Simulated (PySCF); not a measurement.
(3Z)-3-methylpenta-1,3-diene (C6H10), SMILES C=C/C(C)=C\C. Heavy atoms are numbered as in [CH2:1]=[CH:2]/[C:3]([CH3:4])=[CH:5]\[CH3:6]. Hydrogens are named by the atom that carries them.

Geometry: PBE-D3(BJ)/def2-SVP. One conformer was computed; it need not be the lowest.

These are PBE/pcSseg-1 (PySCF) values and carry that method's errors.

GIAO shieldings, no solvent; atoms alike by connectivity are averaged. δ = σ(ref) − σ: ¹³C against TMS (σ = 182.0 ppm); ¹H against TMS (σ = 31.49 ppm), references at their B3LYP-D3(BJ)/def2-TZVP geometries, non-relativistic.

Computed chemical shifts:
| nucleus | atoms | count | δ (ppm) |
|---|---|---|---|
| ¹³C | C3 | 1 | 143.2 |
| ¹³C | C2 (CH) | 1 | 141.7 |
| ¹³C | C5 (CH) | 1 | 138.7 |
| ¹³C | C1 (CH2) | 1 | 120.9 |
| ¹³C | C4 (CH3) | 1 | 26.5 |
| ¹³C | C6 (CH3) | 1 | 20.1 |
| ¹H | H on C2 | 1 | 7.50 |
| ¹H | H on C5 | 1 | 6.06 |
| ¹H | H on C1 | 2 | 5.73 |
| ¹H | H on C6 | 3 | 2.45 |
| ¹H | H on C4 | 3 | 2.34 |
